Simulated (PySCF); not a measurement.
Ge(H)(Me)(Et)2, SMILES C[CH2][GeH]([CH3])[CH2]C, GFN2-xTB optimised geometry.

```
20

Ge    -0.95    -0.69     0.00
C     -1.65     1.16     0.00
C     -1.68    -1.72     1.55
C     -1.30    -1.11     2.89
C      1.04    -0.69     0.00
C      1.64     0.01    -1.21
H     -1.43    -1.37    -1.28
H     -1.37     1.68    -0.92
H     -1.24     1.72     0.84
H     -2.73     1.17     0.08
H     -2.76    -1.77     1.46
H     -1.31    -2.75     1.50
H     -0.22    -1.08     3.01
H     -1.68    -0.09     2.97
H     -1.72    -1.69     3.72
H      1.40    -1.72     0.04
H      1.39    -0.20     0.91
H      1.30    -0.47    -2.13
H      1.34     1.05    -1.24
H      2.73    -0.03    -1.19
```

Density from PBE0/def2-SVP (PySCF) at that geometry.

Minimum of the electron density along straight lines between bonded atoms, close to the bond critical point (lines longer than 1.1 times the sum of covalent radii, or with two minima, are not listed):

| bond | length / Å | ρ at the minimum / e bohr⁻³ | ∇²ρ there / e bohr⁻⁵ | position (fraction from the first atom) |
|---|---|---|---|---|
| Ge1–C2 | 1.981 | 0.122 | ___ | 0.47 |
| Ge1–C3 | 1.997 | 0.121 | 0.03 | 0.47 |
| C3–C4 | 1.522 | 0.241 | -0.54 | 0.50 |
| Ge1–C5 | 1.995 | 0.122 | 0.03 | 0.47 |
| C5–C6 | 1.522 | 0.241 | -0.54 | 0.50 |
| Ge1–H7 | 1.522 | 0.135 | ___ | 0.59 |
| C2–H8 | 1.086 | 0.273 | -0.98 | 0.63 |
| C2–H9 | 1.087 | 0.272 | -0.97 | 0.62 |
| C2–H10 | 1.086 | 0.272 | -0.98 | 0.63 |
| C3–H11 | 1.091 | 0.273 | -0.97 | 0.62 |
| C3–H12 | 1.091 | 0.273 | -0.97 | 0.62 |
| C4–H13 | 1.088 | 0.276 | -1.00 | 0.62 |
| C4–H14 | 1.088 | 0.276 | -1.00 | 0.62 |
| C4–H15 | 1.089 | 0.275 | -1.00 | 0.62 |
| C5–H16 | 1.091 | 0.272 | -0.97 | 0.62 |
| C5–H17 | 1.091 | 0.272 | -0.96 | 0.62 |
| C6–H18 | 1.088 | 0.276 | -1.01 | 0.62 |
| C6–H19 | 1.088 | 0.276 | -1.00 | 0.62 |
| C6–H20 | 1.089 | 0.275 | -1.00 | 0.62 |

**Question.** Some entries are withheld; supply them.

**Answer.** 
- Ge1–C2, ∇²ρ there / e bohr⁻⁵: 0.05
- Ge1–H7, ∇²ρ there / e bohr⁻⁵: 0.06
